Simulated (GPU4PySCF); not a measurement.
diphenyl sulfone (C12H10O2S), SMILES O=S(=O)(c1ccccc1)c1ccccc1. Heavy atoms are numbered as in [O:1]=[S:2](=[O:3])([c:4]1[cH:5][cH:6][cH:7][cH:8][cH:9]1)[c:10]1[cH:11][cH:12][cH:13][cH:14][cH:15]1. Hydrogens are named by the atom that carries them.

Geometry: PBE0-D3(BJ)/def2-TZVP. One conformer was computed; it need not be the lowest.

Calculation: GPU4PySCF with CAM-B3LYP/def2-TZVPD.

Mulliken values depend strongly on the basis, most of all with diffuse functions as here. ESP charges are fitted to the potential on shells at 1.4 to 2.0 van der Waals radii. Atomic charges (e), one atom of each kind:

```json
[
 {"atom": "O1", "MBIS": "-0.61", "Mulliken": "-0.68", "IAO": "-0.94", "RESP (one stage)": "-0.46", "ESP fit": "-0.49"},
 {"atom": "S2", "MBIS": "1.17", "Mulliken": "1.13", "IAO": "2.12", "RESP (one stage)": "0.76", "ESP fit": "0.84"},
 {"atom": "C4", "MBIS": "-0.17", "Mulliken": "0.22", "IAO": "-0.26", "RESP (one stage)": "0.00", "ESP fit": "0.07"},
 {"atom": "C5 (CH)", "MBIS": "-0.07", "Mulliken": "-0.29", "IAO": "-0.13", "RESP (one stage)": "-0.12", "ESP fit": "-0.21"},
 {"atom": "C6 (CH)", "MBIS": "-0.15", "Mulliken": "-0.45", "IAO": "-0.14", "RESP (one stage)": "-0.11", "ESP fit": "-0.05"},
 {"atom": "C7 (CH)", "MBIS": "-0.09", "Mulliken": "-0.35", "IAO": "-0.13", "RESP (one stage)": "-0.08", "ESP fit": "-0.13"},
 {"atom": "H on C5", "MBIS": "0.15", "Mulliken": "0.39", "IAO": "0.17", "RESP (one stage)": "0.13", "ESP fit": "0.15"},
 {"atom": "H on C6", "MBIS": "0.14", "Mulliken": "0.31", "IAO": "0.16", "RESP (one stage)": "0.12", "ESP fit": "0.11"},
 {"atom": "H on C7", "MBIS": "0.13", "Mulliken": "0.31", "IAO": "0.16", "RESP (one stage)": "0.11", "ESP fit": "0.12"}
]
```
